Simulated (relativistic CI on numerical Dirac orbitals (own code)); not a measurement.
# Hf²⁺ (5d2) in a crystal field

Calculated by Dirac-Coulomb-Breit CI, separate exchange-only KLI orbitals for each configuration, model QED, valence Slater integrals scaled by 0.7, one configuration in a parametric crystal field (own radial code).

Field parameters in Wybourne normalisation: D4h B²₀ = −7Ds, B⁴₀ = 21(Dq − Dt), B⁴₄ = 21√(5/14) Dq; Oh B⁴₀ = 21Dq, B⁴₄ = √(5/14) B⁴₀; Td as Oh with Dq negative (B⁴₀ = 21Dq, B⁴₄ = √(5/14) B⁴₀). The field is a parameter set, without covalency.

S is read from ⟨S²⟩ = S(S + 1).

Powder χT (cm³ K mol⁻¹) by Van Vleck's formula, with temperature-independent terms:

```
                                      Field       2 K     5 K    10 K     20 K    50 K   100 K  200 K  300 K
D4h, 10Dq = 20600, Ds = 2590, Dt = 190 cm⁻¹   0.00763  0.0191  0.0381   0.0763   0.192   0.374  0.558  0.629
D4h, 10Dq = 31400, Ds = 2970, Dt = 630 cm⁻¹   0.00902  0.0226  0.0451   0.0902   0.227   0.426  0.599  0.662
 D4h, 10Dq = 36950, Ds = 40, Dt = 1170 cm⁻¹   0.00511  0.0128  0.0255   0.0495  0.0977   0.151  0.247  0.335
                      Oh, 10Dq = 11500 cm⁻¹  0.000961  0.0024  0.0048  0.00961  0.0247  0.0566  0.122  0.181
                      Oh, 10Dq = 40800 cm⁻¹   0.00729  0.0182  0.0365     0.07   0.121   0.159  0.218  0.275
                      Td, 10Dq = -8750 cm⁻¹     0.488   0.488    0.49    0.492   0.499    0.51  0.533  0.556
                      Td, 10Dq = -9000 cm⁻¹       0.5     0.5   0.501    0.504    0.51   0.521  0.544  0.566
                      Td, 10Dq = -9350 cm⁻¹     0.515   0.516   0.517    0.519   0.526   0.536  0.558   0.58
```

(1) For Td, 10Dq = -8750 cm⁻¹: what effective moment follows at 300 K?

Answers

(1) μ_eff = √(8χT) = 2.11 μB. The ground level has S = 1.00; the spin-only moment for S = 1 is 2.83 μB. The difference comes from the orbital moment, spin-orbit mixing of terms and temperature-independent paramagnetism, all larger in this ionic model than in covalent complexes.
